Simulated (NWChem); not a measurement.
All runs are NWChem calculations. System: H3HfI, charge 0, spin multiplicity 1, at a geometry optimised with PBE0/def2-SVP with def2 effective core potentials on I, Hf. The structure started from a generated list of species. Level: CIS/def2-SVP with def2 effective core potentials on I, Hf.

Output (cleaned and shortened):

```
             Northwest Computational Chemistry Package (NWChem) 7.3.0
             --------------------------------------------------------

                                NWChem Input Module
                                -------------------

 Scaling coordinates for geometry "geometry" by  1.889725989
 (inverse scale =  0.529177249)

 Turning off AUTOSYM since
 SYMMETRY directive was detected!

                             Geometry "geometry" -> ""
                             -------------------------

 Output coordinates in angstroms (scale by  1.889725989 to convert to a.u.)

  No.       Tag          Charge          X              Y              Z
 ---- ---------------- ---------- -------------- -------------- --------------
    1 Hf                  72.0000     0.19944700    -1.08439500     0.00000000
    2 I                   53.0000    -0.28888400     1.57066800     0.00000000
    3 H                    1.0000    -0.52777800    -1.87834300     1.48752800
    4 H                    1.0000    -0.52777800    -1.87834300    -1.48752800
    5 H                    1.0000     2.00621700    -1.41230500     0.00000000

 Effective nuclear repulsion energy (a.u.)     833.1507790436

            Nuclear Dipole moment (a.u.)
            ----------------------------
        X                 Y               Z
 ---------------- ---------------- ----------------
    -0.0000132281    -0.0000510226     0.0000000000

      Symmetry information
      --------------------

 Group name             Cs
 Group number              2
 Group order               2
 No. of unique centers     4

      Symmetry unique atoms

     1    2    3    5


 Summary of "ao basis" -> "" (spherical)
 ------------------------------------------------------------------------------
       Tag                 Description            Shells   Functions and Types
 ---------------- ------------------------------  ------  ---------------------
 *                          def2-svp                  on all atoms

 Summary of "ao basis" -> "ao basis" (spherical)
 ------------------------------------------------------------------------------
       Tag                 Description            Shells   Functions and Types
 ---------------- ------------------------------  ------  ---------------------
 Hf                         def2-svp                12       32   6s3p2d1f
 I                          def2-svp                10       26   4s4p2d
 H                          def2-svp                 3        5   2s1p
[...]
     Occ.   19  a"  ---  Virt.   22  a"       0.06515
     Occ.   20  a'  ---  Virt.   23  a'       0.06516
  ----------------------------------------------------------------------------
  Root   5 singlet a'             0.230926690 a.u.                6.2838 eV
  ----------------------------------------------------------------------------
     Transition Moments    X  0.26958   Y  0.04957   Z -0.00000
     Transition Moments   XX -1.04741  XY -1.68798  XZ -0.00000
     Transition Moments   YY -0.58534  YZ  0.00000  ZZ  1.63283
     Dipole Oscillator Strength                    0.0115664644
     Electric Quadrupole                           0.0000003215
     Magnetic Dipole                               0.0000012842
     Total Oscillator Strength                     0.0115680701

          sigma_e =   1.8545 Angstrom
          sigma_h =   2.1125 Angstrom
         |d_h->e| =   0.2619 Angstrom
            d_exc =   2.5979 Angstrom
            d_CD1 =   0.5198 Angstrom
            d_CD2 =  -1.7216 Angstrom
            d_CD3 =   2.8598 Angstrom
     Pearson C.C. =   0.1559

     Occ.   15  a'  ---  Virt.   23  a'      -0.13036
     Occ.   15  a'  ---  Virt.   25  a'       0.12310
     Occ.   16  a"  ---  Virt.   22  a"       0.33307
     Occ.   16  a"  ---  Virt.   24  a"      -0.07301
     Occ.   16  a"  ---  Virt.   29  a"      -0.07450
     Occ.   16  a"  ---  Virt.   35  a"       0.05356
     Occ.   17  a'  ---  Virt.   21  a'       0.61296
     Occ.   17  a'  ---  Virt.   23  a'       0.33304
     Occ.   17  a'  ---  Virt.   25  a'      -0.07298
     Occ.   17  a'  ---  Virt.   26  a'      -0.07338
     Occ.   17  a'  ---  Virt.   27  a'      -0.21307
     Occ.   17  a'  ---  Virt.   28  a'      -0.07451
     Occ.   17  a'  ---  Virt.   34  a'       0.05356
     Occ.   18  a'  ---  Virt.   23  a'      -0.18418
     Occ.   18  a'  ---  Virt.   25  a'       0.32128
     Occ.   19  a"  ---  Virt.   22  a"      -0.05724
     Occ.   19  a"  ---  Virt.   24  a"       0.24269
     Occ.   20  a'  ---  Virt.   21  a'       0.11695
     Occ.   20  a'  ---  Virt.   23  a'       0.05724
     Occ.   20  a'  ---  Virt.   25  a'      -0.24269
  ----------------------------------------------------------------------------
  Root   6 singlet a"             0.230926813 a.u.                6.2838 eV
  ----------------------------------------------------------------------------
     Transition Moments    X -0.00000   Y -0.00000   Z -0.27411
     Transition Moments   XX  0.00000  XY  0.00000  XZ -1.87640
     Transition Moments   YY  0.00000  YZ  1.17528  ZZ -0.00000
     Dipole Oscillator Strength                    0.0115671140
     Electric Quadrupole                           0.0000003215
     Magnetic Dipole                               0.0000012842
     Total Oscillator Strength                     0.0115687197

          sigma_e =   1.8545 Angstrom
          sigma_h =   2.1125 Angstrom
         |d_h->e| =   0.2619 Angstrom
            d_exc =   2.5979 Angstrom
            d_CD1 =   0.5199 Angstrom
            d_CD2 =  -1.7216 Angstrom
            d_CD3 =   2.8598 Angstrom
     Pearson C.C. =   0.1559

     Occ.   15  a'  ---  Virt.   22  a"       0.13037
     Occ.   15  a'  ---  Virt.   24  a"      -0.12310
     Occ.   16  a"  ---  Virt.   21  a'       0.61294
     Occ.   16  a"  ---  Virt.   23  a'      -0.33307
     Occ.   16  a"  ---  Virt.   25  a'       0.07298
     Occ.   16  a"  ---  Virt.   26  a'      -0.07337
     Occ.   16  a"  ---  Virt.   27  a'      -0.21307
     Occ.   16  a"  ---  Virt.   28  a'       0.07450
     Occ.   16  a"  ---  Virt.   34  a'      -0.05356
     Occ.   17  a'  ---  Virt.   22  a"       0.33306
     Occ.   17  a'  ---  Virt.   24  a"      -0.07299
     Occ.   17  a'  ---  Virt.   29  a"      -0.07451
     Occ.   17  a'  ---  Virt.   35  a"       0.05356
     Occ.   18  a'  ---  Virt.   22  a"       0.18418
     Occ.   18  a'  ---  Virt.   24  a"      -0.32129
     Occ.   19  a"  ---  Virt.   21  a'      -0.11694
     Occ.   19  a"  ---  Virt.   23  a'       0.05724
     Occ.   19  a"  ---  Virt.   25  a'      -0.24269
     Occ.   20  a'  ---  Virt.   22  a"       0.05724
     Occ.   20  a'  ---  Virt.   24  a"      -0.24271

              Target root =      1
          Target symmetry = none
      Ground state energy =   -345.878421633154
        Excitation energy =      0.196150230959
     Excited state energy =   -345.682271402195

  stored tddft:energy   -345.68227140219523

 Task  times  cpu:       84.0s     wall:       84.0s

 Total times  cpu:       84.0s     wall:       84.0s
```

Task: Write an NWChem input that would produce this output.

Result: One answer among several that fit: 
```
start mol
memory heap 200 mb stack 900 mb global 1100 mb
geometry units angstroms nocenter noautoz
  Hf     0.199447    -1.084395     0.000000
  I     -0.288884     1.570668     0.000000
  H     -0.527778    -1.878343     1.487528
  H     -0.527778    -1.878343    -1.487528
  H      2.006217    -1.412305     0.000000
  symmetry group Cs
end
basis spherical
  * library def2-svp
end
ecp
  I library def2-ecp
  Hf library def2-ecp
end
dft
  xc hfexch
  semidirect memsize 60000000 filesize 0
  iterations 100
end
tddft
  cis
  nroots 6
  notriplet
  thresh 1e-4
end
task tddft energy
```
